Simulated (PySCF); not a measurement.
The vertical singlet excitations below were computed for one of the candidates. Method: PySCF 2.14.0, density-fitted response routines, TDDFT CAM-B3LYP/def2-SVPD, vertical, gas phase, core orbitals frozen in the response. Geometries: GFN2-xTB, one conformer each.

```csv
state,E (eV),f
S1,5.49,0.074
S2,6.18,0.0033
S3,6.48,0.060
S4,6.63,0.0000
S5,7.43,0.0000
S6,7.58,0.462
S7,7.70,0.433
S8,7.98,0.0000
```

Orbital energies (eV): HOMO-3 -12.82, HOMO-2 -10.46, HOMO-1 -10.39, HOMO -9.08, LUMO -0.25, LUMO+1 0.32, LUMO+2 1.30.

Problem. Which structure fits? All have the formula C5H3F2N.
A. `C(=C(/C(=C)F)F)/C#N`
B. `N#C[C@@]1(F)C/C1=C/F`
C. `c1ccc(F)nc1F`

Solution. C. Its S1 lies at 5.49 eV; the nearest of the others has S1 at 5.22 eV. S1 is HOMO→LUMO (85%), HOMO-1→LUMO+1 (14%). Löwdin shares by element: HOMO carbon 72% or more (atoms not listed hold the other 28%); LUMO carbon 50% or more, nitrogen 19% (atoms not listed hold the other 30%). At the same level the other candidates give, for their lowest levels:
- `C=C(F)/C(F)=C\C#N`: 5.22 eV (f 0.667); 6.05 eV (f 0.000); 6.41 eV (f 0.017); 6.86 eV (f 0.000); 7.29 eV (f 0.005); T1 2.86 eV; HOMO -9.09, LUMO -1.54 eV
- `N#C[C@@]1(F)C/C1=C/F`: 6.28 eV (f 0.000); 6.76 eV (f 0.301); 7.24 eV (f 0.004); 7.44 eV (f 0.004); 7.59 eV (f 0.076); T1 4.20 eV; HOMO -9.89, LUMO -0.35 eV
Triplets come from the Tamm–Dancoff approximation.
